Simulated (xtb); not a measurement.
H6O4SnTi, SMILES [OH][Ti]([OH])([O][SnH3])[OH], multiplicity 1. All values are semi-empirical tight-binding results from xtb (GFN2-xTB unless named), good for trends rather than for accurate numbers. Geometry: GFN2-xTB. The spin state was assumed, not searched. The values are those of a single conformer.

The geometry has at least one imaginary mode, so it is a saddle point at that level.

For metal compounds this method's bond lengths and energies can be far off.

Computed properties:
```json
{
 "orbital_gap": "4.88 eV"
}
```
